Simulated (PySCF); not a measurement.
C₄H₁₂O₄Si₂, SMILES C[Si](O)(O)/C=C/[Si](C)(O)O, singlet, GFN2-xTB optimised geometry.

```
22

Si    -1.44    -1.99     4.15
C     -3.35    -2.00     4.12
O     -0.87    -3.53     4.19
O     -0.86    -1.30     5.50
C     -0.74    -0.99     2.72
C     -0.93    -1.27     1.43
Si    -0.20    -0.28     0.00
C     -0.85     1.51     0.00
O      1.44    -0.28     0.00
O     -0.62    -1.09    -1.35
H     -3.75    -1.02     4.32
H     -3.73    -2.31     3.15
H     -3.76    -2.69     4.86
H     -1.03    -4.11     3.45
H     -0.73    -1.83     6.28
H     -0.14    -0.12     2.98
H     -1.54    -2.12     1.17
H     -0.71     1.99     0.97
H     -0.34     2.12    -0.74
H     -1.91     1.55    -0.23
H      1.91     0.07     0.75
H     -0.06    -1.02    -2.12
```

Density from PySCF with PBE0/def2-SVP at that geometry.

Minimum of the electron density along straight lines between bonded atoms, close to the bond critical point (lines longer than 1.1 times the sum of covalent radii, or with two minima, are not listed):

```json
[
 {"bond": "Si1–C2", "length / Å": "1.904", "ρ at the minimum / e bohr⁻³": "0.112", "∇²ρ there / e bohr⁻⁵": "0.30", "position (fraction from the first atom)": "0.38"},
 {"bond": "Si1–O3", "length / Å": "1.643", "ρ at the minimum / e bohr⁻³": "0.125", "∇²ρ there / e bohr⁻⁵": "1.01", "position (fraction from the first atom)": "0.41"},
 {"bond": "Si1–O4", "length / Å": "1.628", "ρ at the minimum / e bohr⁻³": "0.130", "∇²ρ there / e bohr⁻⁵": "1.08", "position (fraction from the first atom)": "0.41"},
 {"bond": "Si1–C5", "length / Å": "1.884", "ρ at the minimum / e bohr⁻³": "0.115", "∇²ρ there / e bohr⁻⁵": "0.35", "position (fraction from the first atom)": "0.38"},
 {"bond": "C5–C6", "length / Å": "1.331", "ρ at the minimum / e bohr⁻³": "0.336", "∇²ρ there / e bohr⁻⁵": "-0.88", "position (fraction from the first atom)": "0.50"},
 {"bond": "C6–Si7", "length / Å": "1.884", "ρ at the minimum / e bohr⁻³": "0.115", "∇²ρ there / e bohr⁻⁵": "0.35", "position (fraction from the first atom)": "0.62"},
 {"bond": "Si7–C8", "length / Å": "1.904", "ρ at the minimum / e bohr⁻³": "0.112", "∇²ρ there / e bohr⁻⁵": "0.30", "position (fraction from the first atom)": "0.38"},
 {"bond": "Si7–O9", "length / Å": "1.643", "ρ at the minimum / e bohr⁻³": "0.125", "∇²ρ there / e bohr⁻⁵": "1.01", "position (fraction from the first atom)": "0.41"},
 {"bond": "Si7–O10", "length / Å": "1.628", "ρ at the minimum / e bohr⁻³": "0.130", "∇²ρ there / e bohr⁻⁵": "1.08", "position (fraction from the first atom)": "0.41"},
 {"bond": "C2–H11", "length / Å": "1.085", "ρ at the minimum / e bohr⁻³": "0.272", "∇²ρ there / e bohr⁻⁵": "-0.97", "position (fraction from the first atom)": "0.62"},
 {"bond": "C2–H12", "length / Å": "1.086", "ρ at the minimum / e bohr⁻³": "0.271", "∇²ρ there / e bohr⁻⁵": "-0.96", "position (fraction from the first atom)": "0.62"},
 {"bond": "C2–H13", "length / Å": "1.087", "ρ at the minimum / e bohr⁻³": "0.270", "∇²ρ there / e bohr⁻⁵": "-0.96", "position (fraction from the first atom)": "0.62"},
 {"bond": "O3–H14", "length / Å": "0.952", "ρ at the minimum / e bohr⁻³": "0.358", "∇²ρ there / e bohr⁻⁵": "-2.46", "position (fraction from the first atom)": "0.82"},
 {"bond": "O4–H15", "length / Å": "0.953", "ρ at the minimum / e bohr⁻³": "0.356", "∇²ρ there / e bohr⁻⁵": "-2.47", "position (fraction from the first atom)": "0.82"},
 {"bond": "C8–H18", "length / Å": "1.086", "ρ at the minimum / e bohr⁻³": "0.271", "∇²ρ there / e bohr⁻⁵": "-0.96", "position (fraction from the first atom)": "0.62"},
 {"bond": "C8–H19", "length / Å": "1.087", "ρ at the minimum / e bohr⁻³": "0.270", "∇²ρ there / e bohr⁻⁵": "-0.96", "position (fraction from the first atom)": "0.62"},
 {"bond": "C8–H20", "length / Å": "1.085", "ρ at the minimum / e bohr⁻³": "0.272", "∇²ρ there / e bohr⁻⁵": "-0.97", "position (fraction from the first atom)": "0.62"},
 {"bond": "O9–H21", "length / Å": "0.952", "ρ at the minimum / e bohr⁻³": "0.358", "∇²ρ there / e bohr⁻⁵": "-2.46", "position (fraction from the first atom)": "0.82"},
 {"bond": "O10–H22", "length / Å": "0.953", "ρ at the minimum / e bohr⁻³": "0.356", "∇²ρ there / e bohr⁻⁵": "-2.47", "position (fraction from the first atom)": "0.82"}
]
```
